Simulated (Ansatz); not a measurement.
## Setting up GaNH3 (SMILES [NH2][GaH]) in Ansatz

GaNH3 has 5 atoms, charge 0, and is taken as a doublet. SMILES: `[NH2][GaH]`. The coordinates come from a PBE0-D4/def2-TZVP relaxation. This is one conformer, not always the lowest.

```xyz
5

N    -0.2119   -0.6840    0.0647
Ga    0.8155    0.7829    0.4170
H    -0.9468   -0.7013   -0.6251
H    -0.1152   -1.5693    0.5320
H     0.5082    2.0979   -0.4301
```

Settings wanted:

* basis set: def2-TZVP
* task: energy
* method: DFT
* functional: BLYP
* dispersion: none
* reference: UKS
* relativity: none
* accuracy: high
* start density: atoms

Q: Give an Ansatz 0.2.0 job that does this.

A: One that was run (others would do as well):

in.yaml:
```yaml
basis:
  gaussian:
    orbitals: def2-TZVP
crystal:
  periodic: [false, false, false]
  atoms:
    - {symbol: "N", position_ang: [-0.211900, -0.684000, 0.064700]}
    - {symbol: Ga, position_ang: [0.815500, 0.782900, 0.417000]}
    - {symbol: H, position_ang: [-0.946800, -0.701300, -0.625100]}
    - {symbol: H, position_ang: [-0.115200, -1.569300, 0.532000]}
    - {symbol: H, position_ang: [0.508200, 2.097900, -0.430100]}
output: {orbitals: {seedname: orbitals}}
magnetization:
  spin_polarized: true
  initial_magnetization: 1
hamiltonian:
  xc: {name: BLYP}
accuracy: high
```

```bash
$ ansatz run in.yaml --threads 1 --pin off --max-ram 3480MiB --events-out events.jsonl --progress --plain --runs-dir runs
```

Calculated total energy: -1981.45591 Eh.
